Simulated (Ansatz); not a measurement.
Ansatz (an electronic-structure program) input (B3LYP-D3(BJ)/def2-TZVP):

Ansatz 0.2 input:
```yaml
crystal:
  periodic: [false, false, false]
  atoms:
    - {symbol: Se, position_ang: [0.18675409, -0.10892670, 0.29877259]}
    - {symbol: F, position_ang: [0.34359092, 1.28005317, -0.63785983]}
    - {symbol: F, position_ang: [-0.95744674, -0.92329429, -0.62791672]}
    - {symbol: H, position_ang: [-0.82493681, 0.49267803, 1.23372097]}
basis:
  gaussian:
    orbitals: def2-TZVP
hamiltonian:
  xc: b3lyp
  dispersion: d3bj
total_charge: 1
phonons: {temperatures: {t_min: 298.15, t_max: 298.15, t_step: 100}}
```

Output:

```
Functional definition: B3LYP
integrals: 0.03 GiB planned
765 factors; their error is unknown
mean field: 0.36 GiB planned
mean field evaluation 1: about -70778.9004 eV, gradient 9.8e1 eV
mean field evaluation 2: about -70700.4097 eV, gradient 2.3e2 eV
mean field evaluation 4: about -70792.3828 eV, gradient 5.9e0 eV
mean field evaluation 8: about -70792.7705 eV, gradient 3.7e-1 eV
mean field evaluation 16: about -70792.7706 eV, gradient 6.4e-5 eV
mean field -70792.77059064 eV, -2601.5863341426 hartree, gradient 4.2e-5 eV, S^2 0.000000; 0 other end points of the search recorded, 0 dependent functions left out
the calculation of the forces begins
reference -70792.77076148 eV, -2601.5863404210 hartree; 26, 26 occupied and 90, 90 virtual orbitals, 765 factors
these checks for a lower state are left out or cut short: stability, starts, cluster_reference, orbital_swaps, neighbouring_geometries, increment
integrals: 0.03 GiB planned
765 factors; their error is unknown
mean field: 0.36 GiB planned
mean field -70792.77049784 eV, -2601.5863307322 hartree, gradient 1.3e-6 eV, S^2 0.000000; 0 other end points of the search recorded, 0 dependent functions left out
the calculation of the forces begins
reference -70792.77066872 eV, -2601.5863370119 hartree; 26, 26 occupied and 90, 90 virtual orbitals, 765 factors
these checks for a lower state are left out or cut short: stability, starts, cluster_reference, orbital_swaps, neighbouring_geometries, increment
integrals: 0.03 GiB planned
765 factors; their error is unknown
mean field: 0.36 GiB planned
mean field evaluation 32: about -70792.7705 eV, gradient 1.3e-6 eV
mean field -70792.77049992 eV, -2601.5863308087 hartree, gradient 1.2e-6 eV, S^2 0.000000; 0 other end points of the search recorded, 0 dependent functions left out
the calculation of the forces begins
reference -70792.77067073 eV, -2601.5863370859 hartree; 26, 26 occupied and 90, 90 virtual orbitals, 765 factors
these checks for a lower state are left out or cut short: stability, starts, cluster_reference, orbital_swaps, neighbouring_geometries, increment
integrals: 0.03 GiB planned
765 factors; their error is unknown
mean field: 0.36 GiB planned
mean field -70792.77048169 eV, -2601.5863301387 hartree, gradient 7.9e-7 eV, S^2 0.000000; 0 other end points of the search recorded, 0 dependent functions left out
the calculation of the forces begins
reference -70792.77065254 eV, -2601.5863364173 hartree; 26, 26 occupied and 90, 90 virtual orbitals, 765 factors
these checks for a lower state are left out or cut short: stability, starts, cluster_reference, orbital_swaps, neighbouring_geometries, increment
integrals: 0.03 GiB planned
765 factors; their error is unknown
mean field: 0.36 GiB planned
mean field -70792.77047907 eV, -2601.5863300426 hartree, gradient 8.0e-7 eV, S^2 0.000000; 0 other end points of the search recorded, 0 dependent functions left out
the calculation of the forces begins
reference -70792.77064991 eV, -2601.5863363210 hartree; 26, 26 occupied and 90, 90 virtual orbitals, 765 factors
these checks for a lower state are left out or cut short: stability, starts, cluster_reference, orbital_swaps, neighbouring_geometries, increment
integrals: 0.03 GiB planned
765 factors; their error is unknown
mean field: 0.36 GiB planned
mean field -70792.77058739 eV, -2601.5863340231 hartree, gradient 7.9e-7 eV, S^2 0.000000; 0 other end points of the search recorded, 0 dependent functions left out
the calculation of the forces begins
reference -70792.77075824 eV, -2601.5863403017 hartree; 26, 26 occupied and 90, 90 virtual orbitals, 765 factors
these checks for a lower state are left out or cut short: stability, starts, cluster_reference, orbital_swaps, neighbouring_geometries, increment
integrals: 0.03 GiB planned
765 factors; their error is unknown
mean field: 0.36 GiB planned
mean field -70792.77057703 eV, -2601.5863336426 hartree, gradient 7.9e-7 eV, S^2 0.000000; 0 other end points of the search recorded, 0 dependent functions left out
the calculation of the forces begins
reference -70792.77074787 eV, -2601.5863399209 hartree; 26, 26 occupied and 90, 90 virtual orbitals, 765 factors
these checks for a lower state are left out or cut short: stability, starts, cluster_reference, orbital_swaps, neighbouring_geometries, increment
integrals: 0.03 GiB planned
765 factors; their error is unknown
mean field: 0.36 GiB planned
mean field evaluation 64: about -70792.7704 eV, gradient 3.6e-1 eV
mean field -70792.77052539 eV, -2601.5863317448 hartree, gradient 8.0e-7 eV, S^2 0.000000; 0 other end points of the search recorded, 0 dependent functions left out
the calculation of the forces begins
reference -70792.77069625 eV, -2601.5863380239 hartree; 26, 26 occupied and 90, 90 virtual orbitals, 765 factors
these checks for a lower state are left out or cut short: stability, starts, cluster_reference, orbital_swaps, neighbouring_geometries, increment
integrals: 0.03 GiB planned
765 factors; their error is unknown
mean field: 0.36 GiB planned
mean field -70792.77051127 eV, -2601.5863312258 hartree, gradient 7.9e-7 eV, S^2 0.000000; 0 other end points of the search recorded, 0 dependent functions left out
the calculation of the forces begins
reference -70792.77068210 eV, -2601.5863375036 hartree; 26, 26 occupied and 90, 90 virtual orbitals, 765 factors
these checks for a lower state are left out or cut short: stability, starts, cluster_reference, orbital_swaps, neighbouring_geometries, increment
integrals: 0.03 GiB planned
765 factors; their error is unknown
mean field: 0.36 GiB planned
mean field -70792.77054791 eV, -2601.5863325725 hartree, gradient 7.9e-7 eV, S^2 0.000000; 0 other end points of the search recorded, 0 dependent functions left out
the calculation of the forces begins
reference -70792.77071875 eV, -2601.5863388505 hartree; 26, 26 occupied and 90, 90 virtual orbitals, 765 factors
these checks for a lower state are left out or cut short: stability, starts, cluster_reference, orbital_swaps, neighbouring_geometries, increment
integrals: 0.03 GiB planned
765 factors; their error is unknown
mean field: 0.36 GiB planned
mean field -70792.77055494 eV, -2601.5863328309 hartree, gradient 8.0e-7 eV, S^2 0.000000; 0 other end points of the search recorded, 0 dependent functions left out
the calculation of the forces begins
reference -70792.77072580 eV, -2601.5863391098 hartree; 26, 26 occupied and 90, 90 virtual orbitals, 765 factors
these checks for a lower state are left out or cut short: stability, starts, cluster_reference, orbital_swaps, neighbouring_geometries, increment
integrals: 0.03 GiB planned
765 factors; their error is unknown
mean field: 0.36 GiB planned
mean field evaluation 96: about -70792.7705 eV, gradient 2.7e-6 eV
mean field -70792.77054959 eV, -2601.5863326340 hartree, gradient 2.0e-6 eV, S^2 0.000000; 0 other end points of the search recorded, 0 dependent functions left out
the calculation of the forces begins
reference -70792.77072041 eV, -2601.5863389116 hartree; 26, 26 occupied and 90, 90 virtual orbitals, 765 factors
these checks for a lower state are left out or cut short: stability, starts, cluster_reference, orbital_swaps, neighbouring_geometries, increment
integrals: 0.03 GiB planned
765 factors; their error is unknown
mean field: 0.36 GiB planned
mean field -70792.77055149 eV, -2601.5863327038 hartree, gradient 1.3e-6 eV, S^2 0.000000; 0 other end points of the search recorded, 0 dependent functions left out
the calculation of the forces begins
reference -70792.77072236 eV, -2601.5863389831 hartree; 26, 26 occupied and 90, 90 virtual orbitals, 765 factors
these checks for a lower state are left out or cut short: stability, starts, cluster_reference, orbital_swaps, neighbouring_geometries, increment
integrals: 0.03 GiB planned
765 factors; their error is unknown
mean field: 0.36 GiB planned
mean field -70792.77057714 eV, -2601.5863336466 hartree, gradient 2.5e-6 eV, S^2 0.000000; 0 other end points of the search recorded, 0 dependent functions left out
the calculation of the forces begins
reference -70792.77074800 eV, -2601.5863399256 hartree; 26, 26 occupied and 90, 90 virtual orbitals, 765 factors
these checks for a lower state are left out or cut short: stability, starts, cluster_reference, orbital_swaps, neighbouring_geometries, increment
integrals: 0.03 GiB planned
765 factors; their error is unknown
mean field: 0.36 GiB planned
mean field -70792.77056921 eV, -2601.5863333553 hartree, gradient 2.7e-6 eV, S^2 0.000000; 0 other end points of the search recorded, 0 dependent functions left out
the calculation of the forces begins
reference -70792.77074004 eV, -2601.5863396332 hartree; 26, 26 occupied and 90, 90 virtual orbitals, 765 factors
Total energy: -70792.85423688 eV, -2601.5894080853 hartree
Atom 0 at     0.186754    -0.108927     0.298773 Å, force    -0.000571     0.000336    -0.000155 eV/Å
Atom 1 at     0.343591     1.280053    -0.637860 Å, force    -0.000130    -0.000598     0.000071 eV/Å
Atom 2 at    -0.957447    -0.923294    -0.627917 Å, force     0.000462     0.000403     0.000066 eV/Å
Atom 3 at    -0.824937     0.492678     1.233721 Å, force     0.000239    -0.000141     0.000018 eV/Å
Dipole moment:     0.088755    -0.049620     0.617838 e Å
Vibrations: 284.65 763.62 772.31 877.41 889.04 2258.56 cm⁻¹, zero-point energy 0.362381 eV
```

It need not be the lowest isomer of its formula.
